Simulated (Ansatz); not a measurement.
Consider the redistribution: `CC1=[N+](C)[B-](C)(C)N1C` + `[CH3][Sn][SH]` → `CB(C)S` + `CC1=[N+](C)[Sn-]([CH3])[N]1C`.

Isolated molecules relaxed with PBE0-D4/def2-TZVP in Ansatz; ΔE leaves out vibrations. CCSD(T)/CBS adds triple-zeta CCSD(T) − MP2 to the extrapolated MP2 energy (def2 sets, frozen cores). Functionals use def2-TZVPP. Elements past krypton have def2 core potentials. For Sn outer-core shells are correlated without core-valence functions, which leaves a few kJ/mol of doubt a bond. One conformer a species, not always the lowest.

`CC1=[N+](C)[B-](C)(C)N1C`:

Cartesian coordinates in Å:
```
C 1.481 -1.908 0.789
C 0.634 -0.784 0.314
N -0.342 -0.816 -0.574
C -1.082 -1.943 -1.040
B -0.583 0.752 -0.320
C -0.191 1.684 -1.558
C -1.968 1.062 0.419
N 0.642 0.482 0.685
C 1.659 1.239 1.337
H 2.360 -1.542 1.317
H 1.807 -2.523 -0.052
H 0.913 -2.545 1.472
H -0.500 -2.864 -0.952
H -1.343 -1.811 -2.093
H -2.016 -2.077 -0.481
H 0.759 1.399 -2.022
H -0.108 2.733 -1.253
H -0.959 1.651 -2.339
H -2.814 0.962 -0.271
H -1.997 2.090 0.795
H -2.156 0.398 1.270
H 1.217 1.894 2.093
H 2.203 1.873 0.626
H 2.383 0.593 1.839
```

`[CH3][Sn][SH]`:

```xyz
7

C     0.418    0.885    0.018
Sn   -1.305    0.079    1.103
S    -1.166   -2.127    0.088
H     0.234    0.825   -1.058
H     1.306    0.288    0.246
H     0.611    1.925    0.287
H    -0.096   -1.875   -0.685
```

`CB(C)S`:

Cartesian coordinates in Å:
```
C 0.496 1.170 -0.415
B -0.328 -0.106 -0.029
C 0.354 -1.337 0.665
S -2.093 -0.236 -0.330
H 1.476 0.904 -0.822
H 0.699 1.736 0.503
H 0.000 1.848 -1.112
H -0.332 -2.106 1.024
H 1.041 -1.809 -0.049
H 0.979 -1.010 1.503
H -2.292 0.947 -0.938
```

`CC1=[N+](C)[Sn-]([CH3])[N]1C`:

Cartesian coordinates in Å:
```
C -0.392 1.972 -0.289
C -0.079 0.515 -0.388
N -1.017 -0.411 -0.484
C -2.417 -0.112 -0.539
Sn 0.432 -2.070 -0.761
C 0.452 -2.562 1.380
N 1.139 0.007 -0.404
C 2.343 0.782 -0.338
H 0.507 2.573 -0.172
H -1.052 2.159 0.561
H -0.921 2.304 -1.187
H -2.691 0.500 -1.409
H -2.770 0.411 0.359
H -2.980 -1.044 -0.611
H -0.306 -3.320 1.600
H 1.425 -2.974 1.663
H 0.252 -1.672 1.978
H 2.437 1.502 -1.161
H 2.439 1.331 0.606
H 3.200 0.109 -0.404
```

| species | r2SCAN-D4 energy (Eh) |
| --- | --- |
| `CC1=[N+](C)[B-](C)(C)N1C` | -371.98521 |
| `[CH3][Sn][SH]` | -653.09278 |
| `CB(C)S` | -503.47190 |
| `CC1=[N+](C)[Sn-]([CH3])[N]1C` | -521.60310 |

(1) Work out ΔE.

Largest T1 diagnostic among the species: 0.015.

Results:

(1) ΔE = (-503.47190) + (-521.60310) − (-371.98521) − (-653.09278) = 0.00299 Eh = +7.9 kJ/mol. CCSD(T)/CBS gives +3.1 kJ/mol.

From r2SCAN to r2SCAN0 (25 % exact exchange), in def2-TZVPP and without D4, ΔE moves by +3.4 kJ/mol. Leaving LDA and LC-ωPBE aside and taking each functional with its dispersion term where it has one, the values, not all of them listed here, spread over 15.5 kJ/mol, from B97M-V to revPBE-D4. LDA lies +7.1 kJ/mol from PBE without D4.
